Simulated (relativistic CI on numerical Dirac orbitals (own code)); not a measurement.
## Crystal-field levels of Re5+, 5d2

Calculated by Dirac-Coulomb-Breit CI, orbitals from a KLI potential per configuration, QED by a radiative potential, valence Slater integrals scaled by 0.75, one configuration in a parametric crystal field (own radial code).

Field parameters in Wybourne normalisation: Td as Oh with Dq negative (B⁴₀ = 21Dq, B⁴₄ = √(5/14) B⁴₀). The field is a parameter set, without covalency.

S and J are read from ⟨S²⟩ = S(S + 1) and ⟨J²⟩ = J(J + 1) of each level; they are not fictitious spins.

Td, 10Dq = -4450 cm⁻¹, the lowest 16 levels:

```csv
E (cm⁻¹),Degeneracy,Irrep,S,J
0.0,3,T2,0.95,2.16
2037,2,E,0.89,2.06
8345,1,A2,1.00,3.00
8874,3,T2,0.99,3.08
9239,3,T1,1.00,3.04
13418,1,A1,0.89,1.88
14185,3,T2,0.95,3.83
15551,2,E,0.85,3.90
15905,3,T1,0.89,3.64
16073,2,E,0.60,2.36
17077,3,T2,0.61,2.08
18154,1,A1,0.83,3.34
19794,3,T1,0.95,1.81
24549,1,A1,0.45,3.94
25012,2,E,0.75,2.99
25618,3,T1,0.35,3.97
```

Td, 10Dq = -8000 cm⁻¹, the lowest 10 levels:

```tsv
E (cm⁻¹)	Degeneracy	Irrep	S	J
0.0	3	T2	0.97	2.38
4146	2	E	0.82	2.19
10238	1	A2	1.00	3.00
10851	3	T2	0.98	3.17
11473	3	T1	1.00	3.08
14566	1	A1	0.81	2.18
16550	2	E	0.48	2.58
16902	3	T2	0.97	3.53
18341	3	T1	0.91	3.17
18393	2	E	0.93	3.77
```

Td, 10Dq = -11550 cm⁻¹, the lowest 16 levels:

| E (cm⁻¹) | Degeneracy | Irrep | S | J |
| --- | --- | --- | --- | --- |
| 0.0 | 3 | T2 | 0.98 | 2.58 |
| 6129 | 2 | E | 0.70 | 2.36 |
| 12792 | 1 | A2 | 1.00 | 3.00 |
| 13381 | 3 | T2 | 0.98 | 3.20 |
| 14228 | 3 | T1 | 0.99 | 3.12 |
| 15943 | 1 | A1 | 0.69 | 2.49 |
| 17572 | 2 | E | 0.58 | 2.67 |
| 20353 | 3 | T2 | 0.98 | 3.15 |
| 21133 | 3 | T1 | 0.92 | 2.87 |
| 21678 | 2 | E | 0.93 | 3.60 |
| 22592 | 3 | T2 | 0.45 | 2.57 |
| 24398 | 1 | A1 | 0.55 | 2.91 |
| 27232 | 3 | T1 | 0.53 | 3.23 |
| 31549 | 1 | A1 | 0.95 | 3.72 |
| 32094 | 2 | E | 0.97 | 2.61 |
| 32848 | 3 | T1 | 0.79 | 3.58 |

Td, 10Dq = -15100 cm⁻¹, the lowest 16 levels:

| E (cm⁻¹) | Degeneracy | Irrep | S | J |
| --- | --- | --- | --- | --- |
| 0.0 | 3 | T2 | 0.98 | 2.72 |
| 7652 | 2 | E | 0.55 | 2.52 |
| 15710 | 1 | A2 | 1.00 | 3.00 |
| 16269 | 3 | T2 | 0.98 | 3.20 |
| 17160 | 1 | A1 | 0.55 | 2.78 |
| 17275 | 3 | T1 | 0.99 | 3.14 |
| 19280 | 2 | E | 0.70 | 2.68 |
| 23843 | 3 | T2 | 0.96 | 2.81 |
| 24175 | 3 | T1 | 0.93 | 2.69 |
| 25139 | 2 | E | 0.95 | 3.43 |
| 26238 | 3 | T2 | 0.41 | 2.84 |
| 26529 | 1 | A1 | 0.67 | 2.62 |
| 30770 | 3 | T1 | 0.36 | 3.54 |
| 37322 | 2 | E | 0.99 | 2.65 |
| 37653 | 1 | A1 | 0.97 | 3.63 |
| 38445 | 3 | T1 | 0.91 | 3.40 |

Td, 10Dq = -18650 cm⁻¹, the lowest 16 levels:

| E (cm⁻¹) | Degeneracy | Irrep | S | J |
| --- | --- | --- | --- | --- |
| 0.0 | 3 | T2 | 0.99 | 2.82 |
| 8667 | 2 | E | 0.41 | 2.65 |
| 18080 | 1 | A1 | 0.41 | 2.99 |
| 18833 | 1 | A2 | 1.00 | 3.00 |
| 19371 | 3 | T2 | 0.98 | 3.19 |
| 20487 | 3 | T1 | 0.99 | 3.16 |
| 21619 | 2 | E | 0.81 | 2.68 |
| 27273 | 3 | T2 | 0.92 | 2.62 |
| 27372 | 3 | T1 | 0.94 | 2.58 |
| 28653 | 2 | E | 0.96 | 3.28 |
| 28970 | 1 | A1 | 0.78 | 2.34 |
| 30066 | 3 | T2 | 0.39 | 2.96 |
| 34194 | 3 | T1 | 0.27 | 3.68 |
| 43117 | 2 | E | 0.99 | 2.69 |
| 43911 | 3 | T2 | 0.85 | 2.85 |
| 44173 | 1 | A1 | 0.97 | 3.59 |

The free-ion ground term has S = 1. Every field shown keeps that spin.

Levels of this model without a field, named by their leading LS term (the scale mimics covalency, so terms lie below those of the real free ion): ³F2 0, ³F3 7565, ³P0 13032, ³F4 13568, ¹D2 15562, ³P1 17504, ¹G4 24349, ³P2 25869 cm⁻¹.
